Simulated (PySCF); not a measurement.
A mixed set of molecules. Level of theory: TDDFT B3LYP/def2-SVPD, vertical, gas phase, core orbitals frozen in the response in PySCF. Geometries: GFN2-xTB; one conformer of each isolated species. Triplets are in the Tamm–Dancoff approximation.

Question: Rank by computed S1–T1 gap, highest first.
A. `C/C=C(/Cl)SC[SiH3]`
B. `C/C=C(\Cl)SC[SiH3]`
C. `C[C@@H]1CS[Si@@H](Cl)C1`
D. `C=CSCC[SiH2]Cl`

Answer: D (1.23 eV), B (1.00 eV), A (0.81 eV), C (0.41 eV).

```json
{"SMILES": "C=CSCC[SiH2]Cl", "S1−T1 (eV)": "1.23", "S1 (eV)": "5.17", "T1 (eV)": "3.94", "S1 mainly": "H→L+2 (90%)", "T1 mainly": "H→L (73%)", "f(S1)": "0.002"}
{"SMILES": "C/C=C(\\Cl)SC[SiH3]", "S1−T1 (eV)": "1.00", "S1 (eV)": "4.77", "T1 (eV)": "3.76", "S1 mainly": "H→L (80%)", "T1 mainly": "H→L (76%)", "f(S1)": "0.039"}
{"SMILES": "C/C=C(/Cl)SC[SiH3]", "S1−T1 (eV)": "0.81", "S1 (eV)": "4.43", "T1 (eV)": "3.62", "S1 mainly": "H→L (82%)", "T1 mainly": "H→L+1 (52%)", "f(S1)": "0.005"}
{"SMILES": "C[C@@H]1CS[Si@@H](Cl)C1", "S1−T1 (eV)": "0.41", "S1 (eV)": "5.45", "T1 (eV)": "5.05", "S1 mainly": "H→L (91%)", "T1 mainly": "H→L (87%)", "f(S1)": "0.004"}
```

H and L stand for HOMO and LUMO. For `C=CSCC[SiH2]Cl` and `C/C=C(/Cl)SC[SiH3]` the leading configurations of S1 and T1 differ. Singlets come from full response and triplets from the Tamm–Dancoff approximation.
